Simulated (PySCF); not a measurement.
1-[(1R,2R)-2-fluorocyclopropyl]ethanone (C₅H₇FO), SMILES CC(=O)[C@H]1C[C@H]1F. Coordinates come from a PBE-D3(BJ)/def2-SVP optimisation. Other conformers were not sampled.

Give the equilibrium geometry at PBE-D3(BJ)/def2-SVP (PySCF confirms it by a frequency run) as bond lengths and angles. (Estimate from the structure and the level; the computed values follow.)

This is not unique; one that fits is 
Atoms: C1 C2 O3 C4 C5 C6 F7 H8 H9 H10 H11 H12 H13 H14. Bonds (Å): C1–C2 1.516, C1–H8 1.105, C1–H9 1.110, C1–H10 1.110, C2–O3 1.222, C2–C4 1.508, C4–C5 1.524, C4–C6 1.528, C4–H11 1.102, C5–C6 1.483, C5–H12 1.100, C5–H13 1.103, C6–F7 1.364, C6–H14 1.105. Angles (°): C2–C1–H8 109.9, C2–C1–H9 110.5, C2–C1–H10 110.0, H8–C1–H9 109.8, H8–C1–H10 109.9, H9–C1–H10 106.7, C1–C2–O3 122.5, C1–C2–C4 115.6, O3–C2–C4 121.9, C2–C4–C5 117.0, C2–C4–C6 117.3, C2–C4–H11 116.2, C5–C4–C6 58.2, C5–C4–H11 119.9, C6–C4–H11 115.6, C4–C5–C6 61.0, C4–C5–H12 119.5, C4–C5–H13 112.3, C6–C5–H12 119.8, C6–C5–H13 115.1, H12–C5–H13 117.0, C4–C6–C5 60.8, C4–C6–F7 118.8, C4–C6–H14 117.2, C5–C6–F7 119.6, C5–C6–H14 120.4, F7–C6–H14 111.6.
